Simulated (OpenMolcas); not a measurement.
**What dynamic correlation does to the levels of Ba+**

```json
{
  "Program": "OpenMolcas 26.06",
  "Basis": "ANO-RCC-VQZP [9s8p5d3f2g]",
  "Scalar Hamiltonian": "DKH2, point nucleus",
  "Active space": "1 electron in 9 orbitals (5d 6s 6p)",
  "State averaging": "2S+1 = 2 even, 6 roots; 2S+1 = 2 odd, 3 roots",
  "Spin-orbit coupling": "RASSI with atomic mean-field integrals over the reference wave functions, term energies averaged over their components"
}
```

Methods on the same reference wave functions:
A. CASSCF
B. SS-CASPT2, IPEA 0.25 Eh, imaginary shift 0.1 Eh (closed shells correlated: 5s 5p)
C. XMS-CASPT2, IPEA 0.25 Eh, imaginary shift 0.1 Eh (closed shells correlated: 5s 5p)

Energies in cm⁻¹ above 6s ²S_1/2, the measured ground level; measured values from NIST Handbook of Basic Atomic Spectroscopic Data.

```
     Level      A      B      C  Measured
 6s ²S_1/2    0.0    0.0    0.0       0.0
 5d ²D_3/2   6221   5610   5470      4874
 5d ²D_5/2   7012   6400   6260      5675
6p ²P°_1/2  18078  20420  20720     20262
6p ²P°_3/2  19228  21570  21870     21952
```

Deviations, from unrounded energies. A percentage is the sum of absolute deviations over the sum of measured energies, with the sign that they share, or ± where signs differ.

| Against measurement | Levels | A | B | C |
| --- | --- | --- | --- | --- |
| mean absolute deviation (cm-1) | 4 | 1900 | 500 | 430 |
| other configurations (%) | 4 | ±14.4 | ±3.8 | ±3.3 |

C lies closest to measurement on these levels and A furthest from it. The largest miss of C in the table is 5d ²D_3/2, by +600 cm-1. The ranking rests on the paired levels alone, and a cruder setting can come out closer through cancelling errors.

Between B and C the level of the table that moves most is 6p ²P°_1/2, by 300 cm-1 (lowest in B, highest in C). Moves below CASPT2's spread within the term are not significant.

The mean deviations of B to C differ by less than CASPT2's widest spread within a term (270 cm-1), so their order carries little weight.

The lowest spin-free term lies below A's lowest term by 0.187 hartree in B, 0.189 hartree in C.

CASPT2 breaks the degeneracy within a term, and the mean is taken; among the terms shown or strongly mixed into the levels shown the widest spread is 270 cm-1 (5d ²D, B). ANO sets are built for ground and valence states and can reach diffuse excited orbitals poorly. With one active electron the reference holds no correlation, so core polarisation is missing (holds for A). With one active electron, CASPT2 adds the correlation within the correlated inactive shells and between them and that electron, and leaves the splitting within a term as the reference gives it (holds for B; C). Computed and measured levels are paired by configuration, term and J; levels that our copy of the source lacks, or whose pairing is in doubt (as where it misses far off the trend of its configuration), stay unpaired and out of the deviations. Only configurations of the active space appear.

° marks odd parity.
